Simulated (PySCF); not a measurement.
(3R)-1-fluoro-3-methylcyclobutene (C5H7F), SMILES C1(F)=C[C@@H](C1)C. Coordinates come from a B3LYP-D3(BJ)/def2-SVP optimisation.

Computed equilibrium geometry at B3LYP-D3(BJ)/def2-SVP (PySCF confirms it by a frequency run) as a Z-matrix:
```
C
H 1 1.1044
C 1 1.5226 2 110.34
H 3 1.1022 1 110.98 2 -62.18
H 3 1.1024 4 107.73 1 -122.03
H 3 1.1024 4 107.71 5 -116.55
C 1 1.5299 2 112.99 3 -133.43
C 7 1.3375 1 91.51 2 -112.09
F 8 1.3273 7 133.54 1 179.23
H 7 1.0902 8 135.09 9 -0.80
C 8 1.5004 9 128.81 7 178.86
H 11 1.1023 8 116.04 9 -63.88
H 11 1.1023 12 109.28 8 -133.37
```
